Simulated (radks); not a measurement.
All-electron atom: Pb29+ in [Kr] 4d10 4f7.

All-electron calculation, Dirac Kohn-Sham, exchange-only PBE, spin-unpolarised, spherical densities, finite nucleus; open shells fill j = l - 1/2 first; Fermi nuclear charge, rms radius 5.5012 fm. Program: a radial shooting solver on a logarithmic mesh with Libxc functionals.

Energy parts (eV):
| part | energy |
|---|---|
| total | -558185.58 |
| kinetic | 650802.08 |
| electron-nucleus | -1360726.22 |
| Hartree | 161219.95 |
| exchange | -9481.38 |

Orbitals (lengths in bohr, moments of r in powers of bohr; r(max) is where P^2 peaks; r(90%) holds 90 % of the orbital's charge):
orbital,occ.,eigenvalue (eV),r(max),r(90%),<r^2>,<r^4>,small-component weight
1s1/2,2,-88885.27,0.009845,0.0294,0.0003576,3.540e-07,9.78e-02
2s1/2,2,-16675.95,0.05738,0.105,0.005366,0.00005072,2.26e-02
2p1/2,2,-16059.93,0.04198,0.0918,0.003774,0.00002986,2.27e-02
2p3/2,4,-13870.22,0.04969,0.104,0.004956,0.00004818,1.99e-02
3s1/2,2,-4726.718,0.1613,0.256,0.03461,0.001810,7.62e-03
3p1/2,2,-4448.107,0.1503,0.247,0.03143,0.001565,7.57e-03
3p3/2,4,-3957.052,0.1658,0.269,0.03766,0.002214,6.79e-03
3d3/2,4,-3497.753,0.1287,0.243,0.02870,0.001446,6.66e-03
3d5/2,6,-3393.186,0.1329,0.249,0.03038,0.001603,6.46e-03
4s1/2,2,-1748.127,0.3571,0.531,0.1562,0.03457,2.82e-03
4p1/2,2,-1626.366,0.3537,0.535,0.1564,0.03538,2.74e-03
4p3/2,4,-1494.316,0.3825,0.575,0.1816,0.04734,2.47e-03
4d3/2,4,-1295.536,0.3702,0.583,0.1801,0.04879,2.30e-03
4d5/2,6,-1269.391,0.3785,0.594,0.1877,0.05282,2.23e-03
4f5/2,6,-1016.487,0.3222,0.589,0.1723,0.04933,1.95e-03
4f7/2,1,-1009.671,0.3255,0.594,0.1754,0.05100,1.92e-03

The highest occupied level is 4f7/2 at -1009.7 eV. The density falls to 0.001 e/bohr^3 at r = 1.20 bohr. For comparison, the ionisation energy in NIST's Atomic Spectra Database is 1050 eV (theoretical). In exact Kohn-Sham theory the highest level is minus the ionisation energy, but local and semilocal functionals leave it too shallow, through self-interaction and a potential that decays too fast; potentials with the right tail come closer.

Beside tabulated values, note that spin-unpolarised runs miss the spin-polarisation part of the exchange energy of open shells.
